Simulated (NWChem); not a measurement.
MoH$_{2}$SO$_{3}$; SMILES [O]=[Mo]([OH])([OH])=[S]

```xyz
7

Mo     0.1507    -0.2432    -0.0076
O      1.7220    -0.8286     0.2269
S      0.1901     1.8907    -0.1801
O     -0.5200    -0.9987    -1.5923
H     -1.0938    -0.4924    -2.1992
O     -0.9394    -0.7040     1.4567
H     -0.6628    -1.3911     2.0939
```
Atoms are numbered in this order, from 1.

Level: PBE-D3(BJ)/def2-SVP with def2 effective core potentials on Mo (NWChem), optimised geometry, unscaled harmonic frequencies. def2 effective core potentials on Mo; no spin-orbit coupling.

```tsv
frequency (cm⁻¹)	IR intensity (km/mol)
181	24.2
194	6.9
206	3.5
221	41.4
246	21.1
303	42.9
307	84.7
544	40.4
598	204.0
608	167.7
708	49.5
729	60.4
996	131.6
3720	337.2
3726	103.1
```

```yaml
zero_point_energy: 19.0 kcal/mol
thermal correction to the enthalpy at 298.15 K (with zero-point energy): 24.1 kcal/mol
heat capacity Cv: 23.6 cal/(mol K)
entropy at 298.15 K and 1 atm (symmetry number 1): 84.0 cal/(mol K)
```

Rigid rotor and harmonic oscillator.
